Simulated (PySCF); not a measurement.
## A series of related molecules

Computed, not measured: TDDFT PBE0/def2-SVPD circular dichroism and optical rotation, one conformer, gas phase in PySCF 2.14.0. Geometry: GFN2-xTB.

Each molecule in one low-energy conformer. The parent is C[C@@H]1C[Si@@H]1C(F)(F)F.

**Question.** How does the specific rotation at 589.3 nm (origin-invariant length gauge) change along this series?
- C[C@@H]1C[Si@@H]1C(F)(F)F (base)
- C[C@H]1C[Si@@H]1C(F)(F)F (diastereomer)

**Answer.** 
```tsv
molecule	[α]589 (deg dm⁻¹ (g/mL)⁻¹)	S1 (eV)	R(S1), velocity form (10⁻⁴⁰ esu² cm²)
C[C@@H]1C[Si@@H]1C(F)(F)F	-13.8	6.22	+51.3
C[C@H]1C[Si@@H]1C(F)(F)F	+38.2	6.11	-5.9
```
The specific rotation at 589.3 nm (origin-invariant length gauge) is lowest for C[C@@H]1C[Si@@H]1C(F)(F)F and highest for C[C@H]1C[Si@@H]1C(F)(F)F.
